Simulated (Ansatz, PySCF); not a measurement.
# Exercise with solution: transport gap, exciton binding and injection barriers

C₁₀H₇N₃, SMILES C1=CC2=NC=CC3=NC=CC(=C1)N23.

The structure is a stationary point at B3LYP-D3(BJ)/def2-SVP.

Gas-phase, vertical values: ionisation energy 6.87 eV and electron affinity 0.67 eV from ΔSCF with PBE/def2-SVPD (Ansatz, a first-principles code); S1 1.77 eV and T1 1.52 eV from TDA-PBE/def2-SVP (PySCF). Assume, for the exercise, a film of permittivity 3.0, a cavity radius of 5.0 Å and electrodes of work function 4.7 eV (anode) and 2.9 eV (cathode), with aligned vacuum levels.

Q: Work out the fundamental gap and exciton binding energy in the gas phase, the levels in the film by Born's model, the injection barriers and the thermal weight of S1 against T1 at 298 K.

A: 
Fundamental gap IE − EA = 6.20 eV; exciton binding = gap − S1 = 4.43 eV.
Born polarisation P = (14.3996 eV Å / 2r)(1 − 1/ε) = 0.96 eV. Film: IE = 5.91 eV, EA = 1.63 eV, transport gap 4.28 eV; with S1 unchanged the binding falls to 2.51 eV.
Hole barrier IE − Φ(anode) = 1.21 eV; electron barrier Φ(cathode) − EA = 1.27 eV (a negative value means no barrier, and the level would pin).
ΔE(ST) = S1 − T1 = 0.25 eV, and the triplet has three sublevels, so the ratio S1/T1 is (1/3) exp(−ΔE/kT) = 2.0e-5 with kT = 0.02569 eV: too wide a gap for thermal return to the singlet. All inputs carry the errors of their functional, and relaxed states would shift them.
